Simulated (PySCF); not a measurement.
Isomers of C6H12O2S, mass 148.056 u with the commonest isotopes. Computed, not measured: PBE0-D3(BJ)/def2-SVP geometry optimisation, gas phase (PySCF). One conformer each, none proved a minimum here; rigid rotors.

Question: Order these by rotational constant B, largest first.
A. `[O:1]=[S:2]1(=[O:3])[CH2:4][CH2:5][CH2:6][CH2:7][CH2:8][CH2:9]1` with O1–S2–C4–C5 -150°, S2–C4–C5–C6 87°, C4–C5–C6–C7 -76°, C5–C6–C7–C8 55°
B. `[CH3:1][C:2]1([CH3:3])[CH2:4][CH2:5][CH2:6][S:7]1(=[O:8])=[O:9]` with C1–C2–C4–C5 -158°, C2–C4–C5–C6 48°, C4–C5–C6–S7 -28°, C5–C6–S7–O8 -112°
C. `[CH3:1][C@@H:2]([CH:3]1[CH2:4][CH2:5]1)[S:6]([CH3:7])(=[O:8])=[O:9]` with C1–C2–C3–C4 -151°, C1–C2–S6–C7 174°

Answer: B (1565 MHz), A (1169 MHz), C (1083 MHz).

Question: Order these by dipole moment, largest first.
A. `[CH3:1][C@@H:2]([CH:3]1[CH2:4][CH2:5]1)[S:6]([CH3:7])(=[O:8])=[O:9]` with C1–C2–C3–C4 -151°, C1–C2–S6–C7 174°
B. `[CH3:1][C:2]1([CH3:3])[CH2:4][CH2:5][CH2:6][S:7]1(=[O:8])=[O:9]` with C1–C2–C4–C5 -158°, C2–C4–C5–C6 48°, C4–C5–C6–S7 -28°, C5–C6–S7–O8 -112°
C. `[O:1]=[S:2]1(=[O:3])[CH2:4][CH2:5][CH2:6][CH2:7][CH2:8][CH2:9]1` with O1–S2–C4–C5 -150°, S2–C4–C5–C6 87°, C4–C5–C6–C7 -76°, C5–C6–C7–C8 55°

Answer: C (5.20 D), B (4.89 D), A (4.63 D).

Question: Order these by rotational constant C, smallest first.
A. `[O:1]=[S:2]1(=[O:3])[CH2:4][CH2:5][CH2:6][CH2:7][CH2:8][CH2:9]1` with O1–S2–C4–C5 -150°, S2–C4–C5–C6 87°, C4–C5–C6–C7 -76°, C5–C6–C7–C8 55°
B. `[CH3:1][C:2]1([CH3:3])[CH2:4][CH2:5][CH2:6][S:7]1(=[O:8])=[O:9]` with C1–C2–C4–C5 -158°, C2–C4–C5–C6 48°, C4–C5–C6–S7 -28°, C5–C6–S7–O8 -112°
C. `[CH3:1][C@@H:2]([CH:3]1[CH2:4][CH2:5]1)[S:6]([CH3:7])(=[O:8])=[O:9]` with C1–C2–C3–C4 -151°, C1–C2–S6–C7 174°

Answer: C (895.6 MHz), A (966.9 MHz), B (1276 MHz).

```csv
SMILES,point group,Ia (u·Å²),Ib (u·Å²),Ic (u·Å²),κ,μa (D),μb (D),μc (D)
C[C@@H](C1CC1)S(C)(=O)=O,C1,226.00,466.81,564.32,-0.72,3.92,1.80,1.68
O=S1(=O)CCCCCC1,near C2,224.72,432.24,522.70,-0.68,5.20,0.10,0.11
CC1(C)CCCS1(=O)=O,C1,294.12,322.94,396.10,0.31,3.98,2.85,0.11
```
